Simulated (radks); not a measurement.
Values are calculated unless marked as measured or tabulated.
Mean orbital radii <r> (bohr) of the osmium ion Os3+, [Xe] 4f14 5d5, at several levels of relativity; Dirac values are averaged over j with weights 2j + 1. Spin-unpolarised spherical Kohn-Sham, PBE, point nucleus unless stated (finite: rms radius 5.4126 fm), a radial shooting solver on a logarithmic mesh with Libxc functionals. A level marked "c x" has the speed of light scaled by that factor and shares open shells by 2j + 1; other Dirac levels either fill j = l - 1/2 first or share by 2j + 1.

shell  non-rel.  scalar-rel.  Dirac, low j first  Dirac, 2j+1 shares, finite nucleus  change of magnitude, last against first (%)
2s      0.08408      0.07489             0.07424                             0.07427                                       -11.68
2p      0.07110      0.06728             0.06676                             0.06676                                        -6.09
3s       0.2130       0.1939              0.1933                              0.1934                                        -9.22
3p       0.2032       0.1945              0.1935                              0.1935                                        -4.75
3d       0.1779       0.1762              0.1762                              0.1762                                        -0.94
4s       0.4726       0.4318              0.4317                              0.4318                                        -8.65
4p       0.4785       0.4594              0.4581                              0.4581                                        -4.27
4d       0.4913       0.4890              0.4892                              0.4892                                        -0.43
5s        1.101        1.003               1.005                               1.005                                        -8.78
4f       0.5408       0.5559              0.5567                              0.5565                                        +2.91
5p        1.203        1.159               1.158                               1.157                                        -3.78
5d        1.583        1.608               1.615                               1.610                                        +1.70
